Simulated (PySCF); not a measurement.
## AlSb⁺: energy against distance

Set-up: basis Al def2-SVPD, Sb def2-SVPD with ECP28; scalar-relativistic core potentials; PySCF 2.14. Energies in eV from Al⁺ + Sb in their ground configurations at the same level. All curves are PBE0. state 1: ⁴Σ⁻ (quartet), unpaired electrons σ ↑, π ↑↑; state 2: Ms = 0.5 determinant of mixed spin (⟨S²⟩ near 1.8), unpaired electrons σ ↓, π ↑↑, a second solution, started from another occupation; state 3: ²Π (doublet), unpaired electrons π ↑, a second solution, started from another occupation; state 4: ²Π (doublet), unpaired electrons π ↑, a second solution, started from another occupation.

```
R (Å)  state 1  state 2  state 3  state 4
2.425  -0.5553  -0.3022   1.5805   0.4413
2.538  -0.7797  -0.4972   1.0585   0.4383
2.651  -0.8918  -0.5745   0.6976   0.5145
2.735  -0.9272  -0.5816   0.5072   0.6003
2.820  -0.9346  -0.5601   0.3705   0.6979
2.905  -0.9227  -0.5201   0.2769   0.7991
3.017  -0.8878  -0.4506   0.2043   0.9306
3.158  -0.8276  -0.3542   0.1752   1.0788
3.328  -0.7465  -0.2415   0.2003   1.2251
3.553  -0.6395  -0.1102   0.2913   1.3663
```

Task: Put a parabola through the three lowest points of the state 1 curve and estimate Re, k and ωe (reduced mass 22.06 u; 1 eV/Å² = 0.16022 mdyn/Å; ωe = 1302.8·√(k/μ) cm⁻¹).

Result: Through R = 2.735, 2.82, 2.905 Å the second-order coefficient is 1.34 eV/Å², so Re ≈ 2.810 Å, k ≈ 0.428 mdyn/Å and ωe ≈ 181 cm⁻¹. A polynomial fit of higher order to the unrounded PBE0 energies gives Re = 2.805 Å, k = 0.456 mdyn/Å, ωe = 187 cm⁻¹; anharmonicity and rounding make the difference.

The higher-order fit for each curve: state 1: Re = 2.805 Å, ωe = 187 cm⁻¹, De = 0.93 eV; state 2: Re = 2.710 Å, ωe = 235 cm⁻¹, minimum 0.58 eV below the ground-state fragments; state 3: Re = 3.166 Å, ωe = 167 cm⁻¹, minimum 0.175 eV above the ground-state fragments; state 4: Re = 2.483 Å, ωe = 315 cm⁻¹, minimum 0.427 eV above the ground-state fragments.

Spin–orbit coupling is left out, which matters for elements this heavy, above all for dissociation energies. For an ion De counts to the pair picked by the measured ionisation energies or electron affinities, which need not be the lowest pair at this level. The state was picked by a PBE0 search and need not be the measured ground state.
